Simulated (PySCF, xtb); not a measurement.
Se(Br)(Me) (CH₃BrSe), SMILES C[Se]Br.

xtb with GFN2-xTB at its own geometry gives an orbital gap of 2.73 eV and a dipole moment of 5.00 D.

Geometry: B3LYP-D3(BJ)/def2-SVP.

Question: What does ωB97X/def2-TZVPD run with PySCF give? (An estimate is asked for; the answer gives what the named calculation found.)

Answer: gap 8.49 eV (levels -8.88 and -0.39 eV), dipole 2.23 D.
